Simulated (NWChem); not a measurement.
System meant: SnSi₂H₈; SMILES [SiH3][SnH2][SiH3]

Here is an NWChem input.

```
start job
memory heap 200 mb stack 900 mb global 1100 mb
geometry units angstroms noautoz
  Sn    -0.722772    -0.005612     0.191426
  Si     0.696733    -2.117966    -0.185360
  Si     0.714045     2.122350     0.029402
  H     -1.977713     0.058522    -0.978682
  H     -1.464426    -0.080741     1.738104
  H      1.779315    -2.196743     0.842857
  H     -0.145721    -3.349374    -0.089445
  H      1.329045    -2.074421    -1.539527
  H      1.346992     2.210247    -1.322278
  H     -0.118583     3.344520     0.249086
  H      1.796339     2.088272     1.060346
end
basis spherical
  Sn library def2-svp
  Si library def2-svp
  H library def2-svp
end
dft
  xc b3lyp
  iterations 150
  mulliken
end
task dft energy
```

End of the output:

```
             Grid Information
             ----------------
          Grid used for XC integration:  medium
          Radial quadrature: Mura-Knowles
          Angular quadrature: Lebedev.
          Tag              B.-S. Rad. Rad. Pts. Rad. Cut. Ang. Pts.
          ---              ---------- --------- --------- ---------
          Sn                  1.45      123          10.0       590
          Si                  1.10       88          13.0       590
          H                   0.35       45          15.0       434
          Grid pruning is: on
          Number of quadrature shells:   346
          Spatial weights used:  Erf1

          Convergence Information
          -----------------------
          Convergence aids based upon iterative change in
          total energy or number of iterations.
          Levelshifting, if invoked, occurs when the
          HOMO/LUMO gap drops below (HL_TOL):  1.00D-02
          DIIS, if invoked, will attempt to extrapolate
          using up to (NFOCK): 10 stored Fock matrices.

                    Damping( 0%)  Levelshifting(0.5)       DIIS
                  --------------- ------------------- ---------------
          dE  on:    start            ASAP                start
          dE off:    2 iters        150 iters           150 iters

      Screening Tolerance Information
      -------------------------------
          Density screening/tol_rho:  1.00D-10
          AO Gaussian exp screening on grid/accAOfunc:  14
          CD Gaussian exp screening on grid/accCDfunc:  20
          XC Gaussian exp screening on grid/accXCfunc:  20
          Schwarz screening/accCoul:  1.00D-08

      Superposition of Atomic Density Guess
      -------------------------------------

      charge =      50.0 Sn (Tin)

      symmetry species            s     p     d     f
      number of basis functions =10     7     6
      number of cont. functions = 4     4     2
      number of closed shells   = 5     3     2
      number of open shells     = 0     1     0
      open shell occupation     = 0     2     0
 ------------------------------------------------------------------------
 atomscf:atomd: error in atom scf                   0
 ------------------------------------------------------------------------
 ------------------------------------------------------------------------
  current input line :
    26: task dft energy
 ------------------------------------------------------------------------
 ------------------------------------------------------------------------
 This error has not yet been assigned to a category
 ------------------------------------------------------------------------
 For more information see the NWChem manual at https://nwchemgit.github.io

0:atomscf:atomd: error in atom scf:Received an Error in Communication
```

**Question.** Find the fault in this run and fix the input.

**Answer.** The run crashed. Cause: the def2 basis of a heavy element holds valence functions alone and wants its effective core potential (without it all electrons must fit into that basis). This input runs:
```
start job
memory heap 200 mb stack 900 mb global 1100 mb
geometry units angstroms noautoz
  Sn    -0.722772    -0.005612     0.191426
  Si     0.696733    -2.117966    -0.185360
  Si     0.714045     2.122350     0.029402
  H     -1.977713     0.058522    -0.978682
  H     -1.464426    -0.080741     1.738104
  H      1.779315    -2.196743     0.842857
  H     -0.145721    -3.349374    -0.089445
  H      1.329045    -2.074421    -1.539527
  H      1.346992     2.210247    -1.322278
  H     -0.118583     3.344520     0.249086
  H      1.796339     2.088272     1.060346
end
basis spherical
  Sn library def2-svp
  Si library def2-svp
  H library def2-svp
end
ecp
  Sn library def2-ecp
end
dft
  xc b3lyp
  iterations 150
  mulliken
end
task dft energy
```
It converges to -798.00313 Ha (B3LYP/def2-SVP with def2 effective core potentials on Sn).
